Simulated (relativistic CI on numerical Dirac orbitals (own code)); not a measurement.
**What each ingredient does to the levels of Au⁷²⁺**

Base calculation: Dirac-Coulomb-Breit CI, separate exchange-only KLI orbitals for each configuration, model QED, unscaled Slater integrals.

CI space (outside the closed core 1s2): 2s2 2p3, 2s 2p4, 2p5, 2p4 3s, 2s2 2p2 3s, 2p4 3p, 2s2 2p2 3p, 2p4 3d, 2s2 2p2 3d, 2s 2p3 3s, 2s 2p3 3p, 2s 2p3 3d, 2s2 2p2 4s, 2s2 2p2 4p, 2s2 2p2 4d, 2s2 2p2 4f, 2s2 2p 3s2, 2s2 2p 3s 3p, 2s 2p3 4s, 2s2 2p2 5s, 2s2 2p 3s 3d, 2s 2p3 4p, 2s2 2p 3p2, 2s2 2p2 5p, 2s 2p3 4d, 2s2 2p2 5d, 2s2 2p2 5f, 2s2 2p2 5g, 2s 2p3 4f, 2s2 2p 3p 3d, 2s 2p2 3s2, 2s2 2p 3d2, 2s 2p2 3s 3p, 2s 2p2 3s 3d, 2s 2p2 3p2, 2s 2p2 3p 3d. Levels of other configurations are missing.

Variants: (1) valence Slater integrals scaled by 0.9; (2) Breit term removed; (3) only the first 3 configurations. Shifts of the energy above 2s2 2p3 2P°_3/2, in eV, for the lowest level and the first level of each name with at least 55 % of one term (blank where a level changes its place among those of its configuration and J or its character, or is not in the variant):

| Level | Base | Δ(1) | Δ(2) | Δ(3) |
| --- | --- | --- | --- | --- |
| 2s2 2p3 2P°_3/2 | 0.0 | 0.0 | 0.0 | 0.0 |
| 2s2 2p3 4S°_3/2 | 1888.6 | +4.1 | +22.3 | -0.3 |
| 2s2 2p3 2D°_5/2 | 1911.9 | +0.5 | +34.7 | -0.2 |
| 2s2 2p3 2P°_1/2 | 1971.1 | -3.6 | +18.7 | -0.6 |
| 2s 2p4 4P_5/2 | 2275.0 | +5.9 | +7.8 | -0.6 |
| 2s 2p4 2S_1/2 | 2392.5 | -4.5 | -5.3 | -0.4 |
| 2s 2p4 4P_3/2 | 4194.8 | +7.5 | +22.6 | -0.9 |
| 2s 2p4 2D_5/2 | 4237.7 | +1.9 | +35.7 | -0.6 |
| 2s 2p4 2P_1/2 | 4312.1 | -3.9 | +22.1 | -0.4 |
| 2s 2p4 2D_3/2 | 4319.4 | -5.6 | +29.2 | -0.3 |
| 2p5 2P°_3/2 | 4746.3 | -0.7 | +2.7 | +0.1 |
| 2p5 2P°_1/2 | 6668.3 | +0.3 | +25.2 | 0.0 |
| 2s2 2p2 3s 4P_3/2 | 11945.9 | +3.5 | +38.4 |  |
| 2s2 2p2 3s 2P_1/2 | 11957.4 | +2.3 | +38.4 |  |

At this charge energies of transitions that change n are usually good to better than 1 %, and those within a shell (Δn = 0) to a few per cent.

Ionisation energy from the two ground configurations alone: base 19150.4 eV; Breit term removed 19170.2 eV. The NIST ASD value (theoretical) is 19150 eV.

LS names give the leading component of a level, which can be under half, so a name can repeat, a term be missing and a line seem to break the LS rules.
